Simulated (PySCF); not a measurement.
Molecular orbitals of HfCl⁺

BHandHLYP at R = 2.231 Å; Hf def2-TZVPPD with ECP60, Cl def2-TZVPPD; scalar-relativistic core potentials (PySCF 2.14). State: ³Δ (triplet), unpaired electrons σ ↑, δ ↑. Only the outer orbitals are listed, counted within each symmetry, core potentials removing the inner ones.

| spin | orbital | occ. | ε (eV) | on Hf (%) | main shells (%) |
| --- | --- | --- | --- | --- | --- |
| α | 6σ | 1 | -30.21 | 10 | 90 Cl s |
| α | 7σ | 1 | -17.30 | 21 | 76 Cl p, 12 Hf d |
| α | 3π | 1 | -16.21 | 11 | 88 Cl p, 9 Hf d |
| α | 3π | 1 | -16.21 | 11 | 88 Cl p, 9 Hf d |
| α | 1δ | 1 | -12.68 | 100 | 100 Hf d |
| α | 8σ | 1 | -12.57 | 103 | 78 Hf s, 24 Hf d |
| α | 1δ | 0 | -6.86 | 99 | 99 Hf d |
| α | 4π | 0 | -6.86 | 93 | 79 Hf d, 14 Hf p |
| α | 4π | 0 | -6.86 | 93 | 79 Hf d, 14 Hf p |
| β | 2π | 1 | -44.77 | 100 | 100 Hf p |
| β | 2π | 1 | -44.77 | 100 | 100 Hf p |
| β | 6σ | 1 | -30.24 | 9 | 90 Cl s |
| β | 7σ | 1 | -17.26 | 20 | 76 Cl p, 11 Hf d |
| β | 3π | 1 | -16.23 | 10 | 89 Cl p |
| β | 3π | 1 | -16.23 | 10 | 89 Cl p |
| β | 8σ | 0 | -8.05 | 100 | 86 Hf s |
| β | 4π | 0 | -6.40 | 92 | 83 Hf d, 9 Hf p |
| β | 4π | 0 | -6.40 | 92 | 83 Hf d, 9 Hf p |

Problem. Which are the highest filled and the lowest empty level, where do they sit, and how wide is the gap?

Solution. Highest filled α 8σ at -12.57 eV (in %: 78 Hf s, 24 Hf d); lowest empty β 8σ at -8.05 eV (in %: 86 Hf s); the gap at BHandHLYP is 4.52 eV.

| Property | Result |
| --- | --- |
| bond order (Mayer) | 1.54 |
| ⟨S²⟩ | 2.002 |
| charge on Hf (Mulliken, basis-dependent) | 1.00 |
| charge on Hf (Löwdin, basis-dependent) | 0.73 |
| dipole moment (positive dipole points towards Cl; it is taken about the centre of mass and depends on that origin) | -4.02 D |

Shares are Mulliken populations and can fall outside 0 to 100 %.

Spin–orbit coupling is left out. With d or f electrons several states lie close, and the lowest PBE0 determinant need not be the measured ground state.
